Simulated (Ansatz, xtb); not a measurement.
**Relaxing a trial structure of F2H5Si3+**

The starting geometry of this gas-phase singlet has its atoms placed at random.

```xyz
10

F     0.1288    1.0313    1.6771
F    -0.5056    0.2595    1.8626
Si    0.3930    0.7454   -1.0709
Si    2.2866   -0.0336   -0.4726
Si   -1.9442    1.3111    0.2719
H    -1.2770    0.3133    0.1327
H    -1.3304   -0.0242   -0.9706
H    -1.2594   -0.0980    1.2897
H     1.8084   -0.0252   -1.8191
H     1.5552    0.5841    0.5654
```

**Question.** Guess where an optimisation with r2SCAN-D4/def2-SVP ends from this start.

**Answer.** It ends as a structure with H9 bridging Si4 and Si3, H10 bridging Si3 and Si4, given below by its coordinates. Distances that change by over a tenth: Si3–Si4 (2.13 → 2.43 Å), Si4–Si5 (4.50 → 2.53 Å), Si4–H9 (1.43 → 1.67 Å), Si4–H10 (1.41 → 1.70 Å), Si5–H6 (1.21 → 1.48 Å). Contacts that open: F1–F2 (1.02 → 2.52 Å). Contacts that close: F1–Si3 (2.78 → 1.60 Å), Si3–Si5 (2.75 → 2.23 Å), Si3–H9 (1.78 → 1.72 Å), Si3–H10 (2.01 → 1.65 Å), Si5–H7 (1.92 → 1.48 Å).

The energy falls by 26.52 eV over 32 steps:

| step | E − E(last) (eV) |
| --- | --- |
| 1 | 26.518 |
| 4 | 10.563 |
| 8 | 5.783 |
| 11 | 2.710 |
| 15 | 1.544 |
| 18 | 0.969 |
| 22 | 0.251 |
| 25 | 0.041 |
| 29 | 0.001 |
| 32 | 0.000 |

Final geometry (Å):

```xyz
10

F     0.8291    2.2165    1.1920
F    -0.3389    0.2481    2.2572
Si    0.2665    0.9620    0.3652
Si    1.3669   -0.6073   -1.1309
Si   -1.1048   -0.0567   -1.0704
H    -2.0795   -1.0185   -0.5059
H    -1.4916    0.7932   -2.2208
H    -0.2079    0.8128    3.0022
H     1.3487    1.0505   -0.9702
H     1.2668   -0.3371    0.5478
```

From the same start GFN2-xTB ends elsewhere, in pieces: F2H3Si3 + H2.

From so rough a start the end depends on the optimiser's path, so another program may land elsewhere. The end wasn't checked by frequencies. Run with Ansatz 0.2.0, 90 s on 2 threads of Intel(R) Xeon(R) Platinum 8259CL CPU @ 2.50GHz (Skylake/Cascade Lake) (shared host).
